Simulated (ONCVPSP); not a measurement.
Varying the ONCV potential for Sc (Z = 21)

Base potential:

```json
{
 "Element": "Sc",
 "Generator": "ONCVPSP 4.0.1",
 "Type": "optimised norm-conserving Vanderbilt (ONCV)",
 "Functional": "LDA (Perdew-Wang 92)",
 "Relativity": "scalar-relativistic",
 "Frozen core": "[Ne]",
 "Valence charge": "11",
 "Reference configuration": "3s2 3p6 3d1 4s1 (charge +1)",
 "Partial waves": "3s+4s: rc 1.70 bohr, ncon 4, nbas 7, qcut 8.6 1/bohr, 2 projectors; 3p: rc 1.60 bohr, ncon 3, nbas 7, qcut 9 1/bohr, 2 projectors, debl 2.3 Ha; 3d: rc 2.85 bohr, ncon 4, nbas 8, qcut 5.4 1/bohr, 1 projector",
 "Local potential": "polynomial inside 1.15 bohr (lpopt 5, dvloc0 4 Ha)",
 "Core correction": "Teter function, fcfact 3, rcfact 1.65"
}
```

All-electron outer shells of the reference configuration (LDA (PZ), scalar-relativistic, ld1.x):

```csv
shell,level (eV),outermost node (bohr),outermost maximum (bohr)
2p,-395.14,–,0.23
3s,-61.79,0.42,0.92
3p,-40.63,0.39,0.97
3d,-10.23,–,1.08
4s,-9.96,1.32,2.91
```

Cutoffs, loose and tight: the cutoffs (Ha) at which the residual kinetic energy of the hardest occupied pseudo-wave falls to 1 and 0.1 mHa per electron. They do not see the model core or the augmentation charge, which bear on the density cutoff. Test errors are all-electron minus pseudo excitation energies from the reference, over the configurations 3s2 3p6 3d1 4s2; 3s2 3p6 3d1 4s0; 3s2 3p6 3d0 4s0; 3s2 3p5 3d1 4s2. A dash means not determined; rows that change the core or the reference have their own tests.

```csv
change,outcome,"cutoff, loose","cutoff, tight",bound ghosts,GHOST(+) flags above zero,largest test error (meV)
base,generated,21 Ha,25 Ha,none,none,+514
"local potential polynomial inside 1.10 bohr (lpopt 5, dvloc0 4 Ha)",generated,21 Ha,25 Ha,none,none,+514
d: rc 2.82,generated,21 Ha,25 Ha,none,none,+501
"core correction Teter function, fcfact 3, rcfact 1",generated,21 Ha,25 Ha,none,none,+517
s: nbas 8,generated,21 Ha,26 Ha,none,none,+514
"local potential polynomial inside 1.15 bohr (lpopt 5, dvloc0 9.5 Ha)",generated,21 Ha,25 Ha,none,none,+514
functional PBEsol,generated,21 Ha,25 Ha,none,none,+525
d: rc 3.84,generated,21 Ha,25 Ha,none,none,+1010
"core correction Teter function, fcfact 1.5, rcfact 1.65",generated,21 Ha,25 Ha,none,none,+517
```

**Question.** What comes out with this change to the base: d: qcut 4.5?

**Answer.** outcome: generated; cutoff, loose: 21 Ha; cutoff, tight: 25 Ha; bound ghosts: none; GHOST(+) flags above zero: none; largest test error (meV): +669.
